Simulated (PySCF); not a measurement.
Some computed properties have been withheld. Give your best values.

Species: C4H4F2N2O2.
Structure used (GFN2-xTB), in Å, numbered top down from 1:
```
atom  x, y, z in Å
O1     2.5926    0.3212   -1.2743
C2     2.3152   -0.3146   -0.0665
C3     0.8913   -0.1731    0.3359
N4    -0.1021    0.0944   -0.4606
C5    -1.1710    0.0855    0.3766
C6    -2.5802    0.3391   -0.0500
F7    -2.6798    1.5062   -0.7198
F8    -3.0057   -0.6304   -0.8910
N9    -0.8516   -0.1778    1.6125
O10    0.4896   -0.3477    1.5985
H11    1.8504    0.1933   -1.8795
H12    2.9612    0.1281    0.6979
H13    2.5436   -1.3946   -0.1210
H14   -3.2541    0.3700    0.8194
```

```json
{"property": "point group of the GFN2-xTB geometry", "level": "GFN2-xTB", "value": "C1"}
{"property": "rotational constants A, B, C of the GFN2-xTB geometry", "level": "GFN2-xTB", "value": "2.628, 0.785, 0.679 GHz"}
{"property": "dipole moment", "level": "PBE0/def2-SVPD", "value": "1.84 D"}
{"property": "HOMO energy", "level": "PBE0/def2-SVPD", "value": "?"}
{"property": "LUMO energy", "level": "PBE0/def2-SVPD", "value": "-1.50 eV"}
{"property": "lowest singlet excitation", "level": "TDDFT PBE0/def2-SVPD", "value": "6.01 eV (206 nm, f = 0.003)"}
{"property": "strongest line among the 6 lowest singlet transitions", "level": "TDDFT PBE0/def2-SVPD", "value": "?"}
{"property": "lowest triplet excitation (Tamm–Dancoff)", "level": "TDA PBE0/def2-SVPD", "value": "?"}
{"property": "static isotropic polarisability", "level": "PBE0/def2-SVPD", "value": "67.9 au"}
{"property": "electronic spatial extent ⟨r²⟩ about the centre of nuclear charge", "level": "PBE0/def2-SVPD", "value": "1584 bohr²"}
{"property": "13C chemical shifts (computed TMS as zero) by class", "level": "GIAO PBE0/pcSseg-1", "value": "190.7 (C3), 170.8 (C5), 114.4 (C6), 61.4 (C2) ppm"}
{"property": "1H chemical shifts (computed TMS as zero) by class", "level": "GIAO PBE0/pcSseg-1", "value": "?"}
{"property": "isotropic shieldings of nuclei other than C and H, by class", "level": "GIAO PBE0/pcSseg-1", "value": "-137 (N9), -4 (N4), -67 (O10), 321 (O1), 308 (F7/F8) ppm"}
```

Electronic properties: PySCF, gas phase, density fitting. NMR classes are plain means over equivalent atoms (diastereotopic ones count apart unless rotation or inversion swaps them), as if these changed places fast; in this geometry the members of some classes differ.

(1) The HOMO energy?

(2) Give the lowest triplet excitation (Tamm–Dancoff).

(3) The 1H chemical shifts (computed TMS as zero) by class?

(4) The strongest line among the 6 lowest singlet transitions?

## Answers

(1) -8.78 eV.

(2) 4.56 eV.

(3) 7.17 (H14), 5.35 (H12/H13), 2.02 (H11) ppm.

(4) S3 at 7.02 eV (177 nm, f = 0.111).

With B = h/(8π²I), that is 505.379 GHz u Å² over I, the principal moments of inertia are 192.3, 643.9 and 744.1 u Å² (most abundant isotopes); the inertial defect Ic − Ia − Ib is -92.1 u Å² (zero for a rigid planar frame, negative otherwise). No computed singlet falls in the visible range (750 to 380 nm, 1.65 to 3.26 eV); S1 lies 2.75 eV above its blue end. The principal polarisabilities are 50.3, 67.2 and 86.3 au; their mean is the isotropic value. A dipole of 1.84 D is allowed in C1, and pure rotational transitions are dipole-allowed. The 6 singlets span 6.01 to 7.45 eV, and their oscillator strengths add up to 0.19. The dipole equals about 6.1 × 10⁻³⁰ C·m (1 D = 3.33564 × 10⁻³⁰ C·m).

For the TDDFT job (PBE0/def2-SVPD), rough CPU time on one thread of a shared machine: about 2 min.

One conformer stands for the species.
